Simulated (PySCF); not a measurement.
Diatomic cations of K with the alkali metals

PBE0 with double-zeta basis sets in PySCF, for the lowest determinant that a PBE0 search found; no spin–orbit coupling. De refers to high-spin ground-configuration atoms (the charge goes to the atom of lower measured ionisation energy or higher electron affinity, which is not always the lowest computed limit). A positive dipole points towards K; it is taken about the centre of mass and depends on that origin.

```tsv
M	basis	charged atom	state (unpaired electrons)	Re (Å)	ωe (cm⁻¹)	De (eV)	μ (D)
Li	aug-pcseg-1	K+	doublet (σ ↑)	3.877	144	0.56	-3.44
Na	pcseg-1	K+	doublet (σ ↑)	4.100	89.6	0.60	0.26
K	x2c-SVPall	K+	doublet (σ ↑)	4.638	66.2	0.86	n/a
Rb	def2-SVP	Rb+	doublet (σ ↑)	4.795	50.8	0.73	3.62
Cs	def2-SVP	Cs+	doublet (σ ↑)	5.024	47.1	0.58	4.51
```

Q: By what factor does the bond length vary along the series?

A: At PBE0 it runs from 3.877 Å (KLi⁺) to 5.024 Å (CsK⁺), a factor of 1.30.

The rows differ in basis set, which adds steps of its own.

Down a group the atoms grow and get heavier, so bonds lengthen and wavenumbers fall; this series shows no clear exception.

Spin–orbit coupling is left out. For an ion De counts to the pair picked by the measured ionisation energies or electron affinities, which need not be the lowest pair at this level. States were picked by a PBE0 search and need not be the measured ground states.
